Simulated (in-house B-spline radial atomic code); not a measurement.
Whole-atom quantities along the 21-electron series, configuration 1s2 2s2 2p6 3s2 3p6 3d3/2(3). Breit and QED terms are first order and not part of the total energy; the density at the nucleus is averaged over the nuclear charge. Computed with a radial B-spline atomic code at the basis-set limit: Dirac-Hartree-Fock, jj configuration that fills j = l - 1/2 first, finite nuclei.

| ion | Z | E/Z² (Eh) | Σ<r²> (bohr²) | n(0)/Z³ (bohr⁻³) | Lamb diamagnetic shielding (ppm) | repulsion over attraction | Breit energy (eV) | self-energy (eV) | vacuum polarisation (eV) |
| --- | --- | --- | --- | --- | --- | --- | --- | --- | --- |
| V2+ | 23 | -1.7911 | 16.482 | 0.80332 | 1733.28 | 0.15138 | 8.3793 | 6.0366 | -0.47477 |
| Cr3+ | 24 | -1.8192 | 13.152 | 0.81765 | 1829.87 | 0.14764 | 9.6975 | 7.008 | -0.56384 |
| Mn4+ | 25 | -1.8459 | 10.931 | 0.83237 | 1926.39 | 0.14379 | 11.154 | 8.085 | -0.66502 |
| Fe5+ | 26 | -1.8712 | 9.3027 | 0.84787 | 2022.98 | 0.13996 | 12.754 | 9.2737 | -0.77942 |
| Co6+ | 27 | -1.8952 | 8.0482 | 0.86376 | 2119.75 | 0.13621 | 14.506 | 10.581 | -0.90816 |
| Ni7+ | 28 | ? | ? | ? | ? | ? | ? | ? | ? |
| Cu8+ | 29 | -1.9398 | 6.2373 | 0.89736 | 2313.99 | 0.12904 | 18.494 | 13.576 | -1.2136 |
| Zn9+ | 30 | ? | ? | ? | ? | ? | ? | ? | ? |
| Ga10+ | 31 | ? | ? | ? | ? | ? | ? | ? | ? |
| Ge11+ | 32 | -1.9993 | 4.5172 | 0.95186 | 2607.62 | 0.11924 | 25.792 | 19.128 | -1.8118 |
| As12+ | 33 | -2.0174 | 4.1042 | 0.97203 | 2706.2 | 0.11622 | 28.605 | 21.29 | -2.0544 |
| Se13+ | 34 | -2.0347 | 3.7466 | 0.99265 | 2805.16 | 0.11334 | 31.621 | 23.62 | -2.3213 |
| Br14+ | 35 | -2.0514 | 3.4345 | 1.0144 | 2904.54 | 0.11056 | 34.847 | 26.125 | -2.6141 |

(1) Fill in the row of Ni7+.

(2) Fill in the row of Zn9+.

(3) Fill in the row of Ga10+.

(4) With what power of Z does the column «Σ<r²> (bohr²)» change over this range?

Answers

(1) E/Z² (Eh): -1.9181; Σ<r²> (bohr²): 7.05; n(0)/Z³ (bohr⁻³): 0.88093; Lamb diamagnetic shielding (ppm): 2216.74; repulsion over attraction: 0.13256; Breit energy (eV): 16.417; self-energy (eV): 12.013; vacuum polarisation (eV): -1.0525.

(2) E/Z² (Eh): -1.9605; Σ<r²> (bohr²): 5.5639; n(0)/Z³ (bohr⁻³): 0.91512; Lamb diamagnetic shielding (ppm): 2411.54; repulsion over attraction: 0.12564; Breit energy (eV): 20.744; self-energy (eV): 15.279; vacuum polarisation (eV): -1.393.

(3) E/Z² (Eh): -1.9803; Σ<r²> (bohr²): 4.9982; n(0)/Z³ (bohr⁻³): 0.93323; Lamb diamagnetic shielding (ppm): 2509.41; repulsion over attraction: 0.12237; Breit energy (eV): 23.174; self-energy (eV): 17.127; vacuum polarisation (eV): -1.5919.

(4) A fit of the logarithm of its size against log Z from Z = 23 to 35 has slope -3.64. Unscreened non-relativistic hydrogenic orbitals would give -2.
